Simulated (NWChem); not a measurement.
SiH2F2; SMILES F[SiH2]F

All runs: NWChem. Coordinates come from a PBE0/def2-SVP optimisation. Level: PBE0/def2-SVP with SMD (1 M gas to 1 M solution), gas-phase geometry. Reactions with the solvent are ignored.

### Question
Estimate the computed values for solvent water. Quantities: solvation free energy (kcal/mol); cavity-dispersion-structure term (kcal/mol); dipole in solution (D).

### Answer
- solvation free energy (kcal/mol) = 0.3
- cavity-dispersion-structure term (kcal/mol) = 2.7
- dipole in solution (D) = 1.94
